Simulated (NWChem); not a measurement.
System: C₃H₄ClF; SMILES C/C(F)=C\Cl

The following NWChem deck was run.

```
start job
memory heap 200 mb stack 900 mb global 1100 mb
geometry units angstroms noautosym nocenter noautoz
  C     -1.431734     1.040790     0.000000
  C      0.043901     0.847522     0.000000
  F      0.729366     2.017382     0.000000
  C      0.769472    -0.271326     0.000000
  Cl     0.073235    -1.869861     0.000000
  H     -1.736018     1.614472     0.883843
  H     -1.955754     0.083928     0.000000
  H     -1.736018     1.614472    -0.883843
  H      1.851443    -0.250441     0.000000
end
basis spherical
  * library 6-31g*
end
dft
  xc b3lyp
  iterations 150
end
cosmo
  do_cosmo_smd true
  solvent toluene
end
task dft energy
```

Structure relaxed at the B3LYP/6-31G* (spherical d) level. Solvent: toluene.

Level: B3LYP/6-31G* with SMD (1 M gas to 1 M solution), gas-phase geometry.

**Question.** What results follow from this input? (B3LYP/6-31G* (spherical d), SMD on the gas-phase geometry.) Quantities: solvation free energy (kcal/mol); cavity-dispersion-structure term (kcal/mol); dipole in solution (D).

**Answer.** solvation free energy (kcal/mol): -2.9
cavity-dispersion-structure term (kcal/mol): -1.2
dipole in solution (D): 1.17
